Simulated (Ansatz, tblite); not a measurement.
Cost and result up the ladder for W₃S₈ (the lowest singlet isomer of a short search) (11 atoms). Charge 0, multiplicity 1. Geometry: PBE0-D4/def2-SVP.

Cartesian coordinates in Å:
```
W -1.474 -0.179 -1.586
W 1.502 1.220 0.988
W -0.117 -1.281 0.831
S 0.731 3.200 1.056
S -2.459 1.700 -1.716
S 0.858 -3.147 0.714
S 0.804 0.017 -0.940
S -2.332 -1.400 0.195
S -1.669 -1.280 -3.392
S 3.618 1.207 1.175
S 0.539 -0.057 2.674
```

Ansatz on 4 threads of Intel Xeon Platinum 8488C on a shared host; xTB runs through tblite on one thread. Times are rough, summed over both states, and most runs start from the orbitals of an earlier one. No level here is sound enough to serve as a yardstick. The other state is a triplet at its own geometry.

In the def2 sets W takes a core potential; there is no spin–orbit coupling. The xTB rows come from tblite. The structure comes from a short search, and lower isomers may exist.

Run but left out: HF/def2-SVP, MP2/def2-SVP (singlet: restricted singlet, unstable towards broken spin symmetry).

xTB has no spin-polarisation term.

| level | functions | triplet − singlet (eV) | remarks |
| --- | --- | --- | --- |
| GFN1-xTB | 99 | 1.07 | – |
| PBE-D4/def2-SVP | 240 | 0.56 | – |
| PBE0-D4/def2-SVP | 240 | 0.47 | restricted SCF unstable in HF (singlet) |
| GFN2-xTB | 99 | 0.36 | – |

**Question.** Estimate how long each takes.

**Answer.** GFN1-xTB 0.15 s; GFN2-xTB 0.36 s; PBE-D4/def2-SVP 26 s; PBE0-D4/def2-SVP 41 s. On shared hardware such times vary by a factor of up to 3.
